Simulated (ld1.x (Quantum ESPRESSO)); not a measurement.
# Varying the PAW potential for Ti (Z = 22)

Base potential:

* Element: titanium
* Generator: ld1.x (Quantum ESPRESSO) 7.5
* Type: PAW
* Functional: PW91
* Relativity: scalar-relativistic
* Frozen core: [Ne]
* Valence charge: 12
* Reference configuration: 3s2 3p6 3d2 4s1 4p1
* Partial waves: 3s (bound): rcut 1.35, rcutus 1.55 bohr; 4s (bound): rcut 1.35, rcutus 1.55 bohr; 3p (bound): rcut 1.50, rcutus 1.60 bohr; 4p (bound): rcut 1.50, rcutus 1.60 bohr; 3d (bound): rcut 1.35, rcutus 1.60 bohr; 3d channel at 0.3 Ry: rcut 1.35, rcutus 1.60 bohr
* Local potential: all-electron potential smoothed inside 1.25 bohr (lloc = -1)
* Core correction: Bessel-smoothed model core inside 0.80 bohr
* Augmentation charge: BESSEL, radius 1.20 bohr

Cutoffs, loose and tight: the cutoffs (Ry, on a coarse ladder) from which the occupation-weighted sum of valence levels, in a spherical-Bessel basis at the reference potential, stays within 10 and 1 mRy of its value at 400 Ry. They do not see the model core or the augmentation charge, which bear on the density cutoff. Test errors are all-electron minus pseudo excitation energies from the reference, over the configurations 3s2 3p6 3d2 4s2 4p0; 3s2 3p6 3d2 4s1 4p0; 3s2 3p6 3d2 4s0 4p0; 3s2 3p6 3d2 4s0 4p1; 3s2 3p6 3d2 4s1.5 4p0; 3s2 3p6 3d1 4s2 4p1; 3s2 3p6 3d1 4s0 4p0. A dash means not determined; rows that change the core or the reference have their own tests.

Cutoffs are not given where the Bessel-basis levels miss the radial ones by over 6 mRy, ghosts where they miss by over 20 mRy; a channel whose overlap is not positive is not tested.

A file whose overlap is not positive is unfit for use, and its test errors describe a broken file.

```csv
change,outcome,bound ghosts,largest test error (meV)
base,"generated, overlap not positive",not determined (overlap not positive),+4.1
"core correction a·sin(br)/r model core, default radius (ld1.x builds one for every PAW set, though the input has nlcc=.false.)","generated, overlap not positive",not determined (overlap not positive),+4.0
core correction Bessel-smoothed model core inside 0.66 bohr,"generated, overlap not positive",not determined (overlap not positive),+4.1
core correction Bessel-smoothed model core inside 0.86 bohr,"generated, overlap not positive",not determined (overlap not positive),+4.0
core correction Bessel-smoothed model core inside 1.04 bohr,"generated, overlap not positive",not determined (overlap not positive),+3.9
core correction Bessel-smoothed model core inside 1.22 bohr,"generated, overlap not positive",not determined (overlap not positive),+3.9
core correction Bessel-smoothed model core inside 1.34 bohr,"generated, overlap not positive",not determined (overlap not positive),+3.9
core correction Bessel-smoothed model core inside 1.48 bohr,"generated, overlap not positive",not determined (overlap not positive),+4.0
core correction Bessel-smoothed model core inside 1.72 bohr,"generated, overlap not positive",not determined (overlap not positive),+4.0
core correction Bessel-smoothed model core inside 1.84 bohr,"generated, overlap not positive",not determined (overlap not positive),+4.0
```
